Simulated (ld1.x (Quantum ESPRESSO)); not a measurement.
## Configuration tests for B (TM)

```json
{
 "Element": "B",
 "Generator": "ld1.x (Quantum ESPRESSO) 7.5",
 "Type": "norm-conserving Troullier–Martins (Kleinman–Bylander form)",
 "Functional": "PBE",
 "Relativity": "scalar-relativistic",
 "Frozen core": "[He]",
 "Valence charge": "3",
 "Reference configuration": "2s2 2p0.5 (charge +0.5)",
 "Partial waves": "2p (bound): rc 3.05 bohr; 2s (bound): rc 1.10 bohr",
 "Local potential": "the s channel",
 "Core correction": "a·sin(br)/r model core inside 1.15 bohr"
}
```

Energies are relative to the spin-unpolarised reference configuration 2s2 2p0.5; without spin polarisation the order of configurations can differ from experiment.

| valence configuration | charge | ΔE all-electron (eV) | error AE − PS (meV) |
| --- | --- | --- | --- |
| 2s2 2p0 | +1 | 5.332 | +33 |
| 2s1 2p0 | +2 | 30.755 | +157 |
| 2s1 2p1 | +1 | 11.473 | -52 |
| 2s0 2p3 | 0 | 8.833 | +16 |
| 2s2 2p1.3 | -0.3 | -3.626 | +19 |
| 2s1 2p2 | 0 | 2.963 | +25 |

**Question.** What are ΔE and the potential's error for 2s2 2p1?

**Answer.** ΔE = -2.887 eV all-electron; the error (AE − PS) is +12 meV.

Levels in the configuration 2s2 2p0:

```json
{"level": "2s", "all-electron (eV)": "-19.511", "pseudo (eV)": "-19.424"}
```
